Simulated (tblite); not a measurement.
Input of a run (GFN2-xTB geometry optimisation, gas phase (tblite 0.8.0)), started from a force field or distance geometry:
```
{"job": {"kind": "relax", "xc": "GFN2-xTB", "basis": "xTB"}, "charge": 0, "multiplicity": 3}
O     -1.676500    -2.195500     0.010900
C     -0.812700    -1.109900    -0.001700
C      0.570200    -1.263800     0.100900
C      1.422700    -0.151300     0.083100
C      0.850900     1.112800    -0.001500
C     -0.515200     1.278500    -0.101600
O     -1.132800     2.519000    -0.204500
C     -1.312100     0.170300    -0.084900
H      1.026700    -2.236900     0.177000
H      2.464900    -0.325200     0.167200
H      1.518700     1.962900    -0.014800
H     -2.403500     0.238300    -0.156200
```

Output (eV, eV/Å):
```
step      E/eV     max force
  0    -621.28011    6.430
  1    -622.35501    1.226
  2    -622.39792    0.468
  3    -622.41626    0.476
  4    -622.43409    0.200
  5    -622.43761    0.199
  6    -622.44104    0.136
  7    -622.44368    0.152
  8    -622.44546    0.098
  9    -622.44598    0.052
 10    -622.44612    0.030
 11    -622.44620    0.028
 12    -622.44627    0.020
 13    -622.44632    0.017
 14    -622.44635    0.012
 15    -622.44636    0.010
 16    -622.44637    0.007
```

Q: Summarise the run.

A: The energy falls by 1.166 eV over 16 L-BFGS steps, the largest force on an atom goes from 6.43 to 0.007 eV/Å, and the atoms move by 0.062 Å rms after alignment. The bond that changes most is C6–O7 (ends: carbon bonded to 2 C and O; oxygen bonded to C), which shortens by 0.153 Å. Bonds longer at the end by more than 0.005 Å: 5 of 12; shorter: 5. Among the angles that change most is C5–C4–H10, from 124.0° to 119.2°. The energy never rose by more than 1e-5 eV on the way. The first step brought 92 % of the lowering.

Q: What are the final bond lengths?

A: O1–C2 1.237 Å, C2–C3 1.453 Å, C3–C4 1.380 Å, C4–C5 1.380 Å, C5–C6 1.453 Å, C6–O7 1.237 Å, C6–C8 1.439 Å, C2–C8 1.439 Å, C3–H9 1.079 Å, C4–H10 1.081 Å, C5–H11 1.079 Å, C8–H12 1.081 Å. Numbering counts from 1 in the input's order; the species is `[O]c1cccc([O])c1` [triplet].

Hardware: Intel Xeon at 2.50 GHz, one thread (shared host). Cost: 0.25 s of wall time.

GFN2-xTB frequencies show an imaginary mode (82i cm⁻¹), so the point is no minimum at that level.

All values are computed, not measured.
